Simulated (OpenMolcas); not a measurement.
# N, P, As, Sb, Bi: ns2 np3 down the group

```yaml
Program: OpenMolcas 26.06
Method: RASSCF
Basis: ANO-RCC-VTZP
Scalar_Hamiltonian: DKH2, point nucleus
Spin-orbit_coupling: RASSI with atomic mean-field integrals over the reference wave functions, term energies averaged over their components
```

Active space for each ion: 5 electrons in 9 orbitals (RAS2 s p; RAS3 d, at most 2 electrons).

Computed levels in cm-1 above 4S* 3/2:

| Level | N | P | As | Sb | Bi |
| --- | --- | --- | --- | --- | --- |
| 2D* 3/2 | 22547 | 14590 | 13900 | 11819 | 11861 |
| 2D* 5/2 | 22547 | 14597 | 14115 | 12871 | 16211 |
| 2P* 3/2 | 33471 | 22714 | 22289 | 21265 | 31677 |
| 2P* 1/2 | 33474 | 22710 | 22033 | 19888 | 23285 |
| weight of 4S* in the lowest level (%) | 100 | 100 | 100 | 98 | 76 |

Mixed levels, with the weight of the term that names them: Bi 2D* 3/2 (68 %), Bi 2P* 3/2 (68 %).

Measured, with the error of the calculation in %. Measured levels: N, P, As, Sb, Bi from NIST Handbook of Basic Atomic Spectroscopic Data.

```tsv
Level	N	P	As	Sb	Bi
2D* 3/2	19233 (+17.2)	11361 (+28.4)	10593 (+31.2)	8512 (+38.8)	11419 (+3.9)
2D* 5/2	19224 (+17.3)	11377 (+28.3)	10915 (+29.3)	9854 (+30.6)	15438 (+5.0)
2P* 3/2	28839 (+16.1)	18748 (+21.2)	18648 (+19.5)	18464 (+15.2)	33165 (-4.5)
2P* 1/2	28839 (+16.1)	18723 (+21.3)	18186 (+21.2)	16395 (+21.3)	21661 (+7.5)
```

Without spin-orbit coupling 2D* lies 22547, 14595, 14049, 12489, 12100 cm-1 above 4S* in that order; the difference to the level 2D* 3/2, of either sign, comes from spin-orbit coupling, which also lowers the zero.

Without dynamic correlation excited terms often stand tens of per cent too high (terms of higher spin than the ground term too low), and those without a measured partner can miss by more than the paired ones (holds for N; P; As). Active for correlation alone: 3d; no level in the range computed is led by a configuration that fills it, so any true level of that kind is missing (holds for N; P). Some high roots are left out of the spin-orbit mixing, which shifts the levels that they would mix with (holds for As; Sb). Active for correlation alone: 4d; no level in the range computed is led by a configuration that fills it, so any true level of that kind is missing (holds for As). Active for correlation alone: 5d; no level in the range computed is led by a configuration that fills it, so any true level of that kind is missing (holds for Sb). Active for correlation alone: 6d; no level in the range computed is led by a configuration that fills it, so any true level of that kind is missing (holds for Bi). Computed and measured levels are paired by configuration, term and J; levels that our copy of the source lacks, or whose pairing is in doubt (as where it misses far off the trend of its configuration), stay unpaired and out of the deviations. Levels of configurations outside the active space are missing.

* marks odd parity.
